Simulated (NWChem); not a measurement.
System: CH$_{5}$NSi, singlet; SMILES C[Si]N

```xyz
8

Si    -0.6234    -0.1184     0.3707
C      0.4456     1.4440     0.0778
H     -0.0767     2.1155    -0.6265
H      1.4642     1.2633    -0.3047
H      0.5245     2.0110     1.0225
N      0.5182    -1.3155    -0.0987
H      1.4670    -1.1503    -0.4262
H      0.2959    -2.3055    -0.0731
```
Atoms are numbered in this order, from 1.

All runs: NWChem. Low-valent species are run as closed-shell singlets; no triplet was tried in these runs. All runs use the structure optimised with PBE0/def2-SVP. Level: PBE0/Sadlej pVTZ; the question gives the wavelength of the field.

### Question
Estimate the computed values for field 1065 nm. Quantities: isotropic polarisability (bohr³); anisotropy (bohr³).

### Answer
| Quantity | Value |
|---|---|
| isotropic polarisability (bohr³) | 59.5 |
| anisotropy (bohr³) | 15.4 |
